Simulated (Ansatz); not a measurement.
`C/C=C(\F)[SiH3]` + `[CH2]1[GeH2][Se]1` → `[SiH3][GeH]1[CH2][Se]1` + `C/C=C\F`  (formal exchange of groups at the Si–C bond)

Calculated with Ansatz (gas phase, PBE0-D4/def2-TZVP geometries, no zero-point term in ΔE). CBS: MP2 limit from def2 TZ/QZ plus the TZ coupled-cluster correction, frozen cores. Double bonds are as drawn, so ΔE can hold a change between cis and trans. Functionals use def2-TZVPP. B3LYP here is the variant with VWN-RPA as its local correlation; programs differ in this. For Ge, Se outer-core shells are correlated without core-valence functions, which leaves a few kJ/mol of doubt a bond. Scalar relativity is left out up to krypton.

| level | ΔE (kJ/mol) | difference from CCSD(T)/CBS |
| --- | --- | --- |
| PBE0-D4 | -38.7 | -4.5 |
| ωB97X-V | -29.9 | 4.3 |
| B2PLYP | -31.9 | 2.3 |
| PBE | -38.2 | -4.0 |
| r2SCAN | -33.8 | 0.4 |
| B3LYP | -32.2 | 2.0 |
| CCSD/def2-TZVPP | -33.2 | 1.0 |
| HF/def2-QZVPP | -25.1 | 9.1 |
| SCS-MP2/def2-QZVPP | -30.7 | 3.5 |
| HF/CBS(def2) | -24.9 | 9.3 |
| CCSD(T)/CBS | -34.2 | 0 |

Largest T1 diagnostic among the species: 0.012.

In def2-TZVPP, CCSD(T) changes the Hartree–Fock value by −7.5 kJ/mol (the triples alone add −0.5 kJ/mol) and MP2 by −7.9 kJ/mol.
